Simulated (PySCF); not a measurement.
W(NH)2(F)(Cl) (ClFH₂N₂W), SMILES [NH]=[W](=[NH])([F])[Cl], multiplicity 1.

Geometry: PBE-D3(BJ)/def2-SVP. The spin state was assumed, not searched. The structure was generated by enumeration; whether it is a known compound was not checked. The def2 effective core potentials stand for the cores of W; spin–orbit coupling is left out.

The numbers are results of PBE-D3(BJ)/def2-SVP in PySCF, not measurements.

Frequencies are harmonic and unscaled.

```json
[
 {"mode": "1", "ν (cm⁻¹)": "135", "IR (km/mol)": "1.9", "moving atoms (share of kinetic energy)": "F 51 %, Cl 29 %, W 12 %"},
 {"mode": "2", "ν (cm⁻¹)": "176", "IR (km/mol)": "0.1", "moving atoms (share of kinetic energy)": "N 39 %, Cl 25 %, W 16 %, F 13 %"},
 {"mode": "3", "ν (cm⁻¹)": "222", "IR (km/mol)": "6.8", "moving atoms (share of kinetic energy)": "N 46 %, H 20 %, F 18 %, Cl 9 %"},
 {"mode": "4", "ν (cm⁻¹)": "242", "IR (km/mol)": "2.2", "moving atoms (share of kinetic energy)": "N 50 %, F 38 %"},
 {"mode": "5", "ν (cm⁻¹)": "296", "IR (km/mol)": "4.4", "moving atoms (share of kinetic energy)": "N 65 %, H 27 %"},
 {"mode": "6", "ν (cm⁻¹)": "391", "IR (km/mol)": "23.9", "moving atoms (share of kinetic energy)": "Cl 76 %, W 19 %"},
 {"mode": "7", "ν (cm⁻¹)": "413", "IR (km/mol)": "292.0", "moving atoms (share of kinetic energy)": "H 84 %, N 16 %"},
 {"mode": "8", "ν (cm⁻¹)": "582", "IR (km/mol)": "161.7", "moving atoms (share of kinetic energy)": "H 71 %, N 24 %"},
 {"mode": "9", "ν (cm⁻¹)": "593", "IR (km/mol)": "0.0", "moving atoms (share of kinetic energy)": "H 87 %, N 13 %"},
 {"mode": "10", "ν (cm⁻¹)": "670", "IR (km/mol)": "126.6", "moving atoms (share of kinetic energy)": "F 83 %, W 11 %"},
 {"mode": "11", "ν (cm⁻¹)": "711", "IR (km/mol)": "53.3", "moving atoms (share of kinetic energy)": "H 70 %, N 28 %"},
 {"mode": "12", "ν (cm⁻¹)": "966", "IR (km/mol)": "97.8", "moving atoms (share of kinetic energy)": "N 81 %, W 10 %, H 9 %"},
 {"mode": "13", "ν (cm⁻¹)": "1002", "IR (km/mol)": "34.8", "moving atoms (share of kinetic energy)": "N 87 %"},
 {"mode": "14", "ν (cm⁻¹)": "3539", "IR (km/mol)": "122.6", "moving atoms (share of kinetic energy)": "H 93 %"},
 {"mode": "15", "ν (cm⁻¹)": "3541", "IR (km/mol)": "172.5", "moving atoms (share of kinetic energy)": "H 92 %"}
]
```
